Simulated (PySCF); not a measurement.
Ta(O)2(OH) (HO3Ta), SMILES [O]=[Ta](=[O])[OH], multiplicity 1. Heavy atoms are numbered as in [Ta:1](=[O:2])(=[O:3])[OH:4]. Hydrogens are named by the atom that carries them.

Geometry optimised at PBE0-D3(BJ)/def2-SVP. The geometry has at least one imaginary mode, so it is a saddle point at that level. The multiplicity is an assumed one; other spin states were not compared. The def2 effective core potentials stand for the cores of Ta; spin–orbit coupling is left out. One conformer was computed; it need not be the lowest.

All values below come from PBE/def2-TZVPD in PySCF.

Mulliken values depend strongly on the basis, most of all with diffuse functions as here. ESP charges are fitted to the potential on shells at 1.4 to 2.0 van der Waals radii. Atomic charges (e), one atom of each kind:

| atom | ESP fit | Mulliken |
|---|---|---|
| Ta1 | (withheld) | 1.46 |
| O2 | (withheld) | -0.56 |
| O4 (OH) | (withheld) | -0.60 |
| H on O4 | (withheld) | 0.27 |

Fill in the missing entries. (Estimate from the structure and the level; the computed values follow.)


- Ta1, ESP fit: 1.85
- O2, ESP fit: -0.71
- O4 (OH), ESP fit: -0.91
- H on O4, ESP fit: 0.48
